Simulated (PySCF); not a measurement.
Compound: CCl2InNS.
Geometry (PBE0-D3(BJ)/def2-SVP, Å), atoms numbered from 1 in this order:
```
atom  x, y, z in Å
In1    0.4796    1.1386    0.1165
Cl2    2.7563    0.8146    0.3880
Cl3   -0.3883    3.2778    0.0996
N4    -0.7720   -0.4336   -0.0948
C5    -0.9098   -1.6246   -0.1901
S6    -1.1658   -3.1728   -0.3193
```

Computed with TDDFT wB97X-D/def2-SVPD, vertical, gas phase, core orbitals frozen in the response, def2 core potentials past Kr (PySCF). Spin–orbit coupling is left out.

Predict the UV-vis stick spectrum at this level.

```csv
state,λ (nm),E (eV),f,|μ| (D),"main configurations (H = HOMO, L = LUMO)"
S1,298.5,4.15,0.0003,0.14,"H→L (84%), H→L+2 (9%)"
S2,285.2,4.35,0.027,1.28,"H-1→L (76%), H→L+1 (14%)"
S3,267.6,4.63,0.0001,0.07,"H-1→L+1 (81%), H-1→L+4 (14%)"
S4,241.7,5.13,0.228,3.42,"H→L+1 (60%), H-1→L (18%), H-1→L+2 (10%)"
S5,228.6,5.42,0.022,1.03,H-2→L (93%)
S6,227.1,5.46,0.0002,0.11,H-3→L (96%)
S7,222.7,5.57,0.0009,0.21,"H→L+2 (62%), H→L+5 (8%)"
S8,221.2,5.61,0.038,1.35,H-4→L (94%)
S9,210.5,5.89,0.031,1.18,H-5→L (89%)
S10,199.5,6.22,0.290,3.51,"H-1→L+2 (40%), H→L+4 (22%), H→L+1 (22%)"
```

Triplets (Tamm–Dancoff): T1 3.87 eV, H-1→L (75%), H-1→L+2 (14%); T2 3.97 eV, H→L (81%), H→L+2 (10%); T3 4.31 eV, H→L+1 (70%), H→L+4 (24%); T4 4.50 eV, H-1→L+1 (76%), H-1→L+4 (18%).

The lowest singlet comes at 299 nm (401 kJ/mol) in the ultraviolet; it is dark (f under 0.0005); its leading configuration is HOMO→LUMO (84%). The most intense listed level is S10 at 6.22 eV (199 nm, f = 0.290), 2.06 eV above S1. It is the last of those listed, so stronger ones may follow. Löwdin shares by element: HOMO (one of a set within 0.03 eV) sulfur 57%, nitrogen 21%, carbon 20%; LUMO indium 42%, chlorine 41%, nitrogen 11%. Weighted by f, the mean energy of these states is 5.67 eV. Of the 10 states listed, 6 reach f = 0.01 and 3 stay under 0.0005. The listed states span 2.06 eV, and the widest gap between neighbours is 0.50 eV (S3 to S4). The vertical ionisation energy (ΔSCF) is 9.85 eV, 3.64 eV above S10. Only the lowest 10 singlets were computed, as vertical energies without vibronic structure.

The run took 76 s of wall time on one thread, x86-64 server, no GPU (shared host).

One conformer stands for the species.
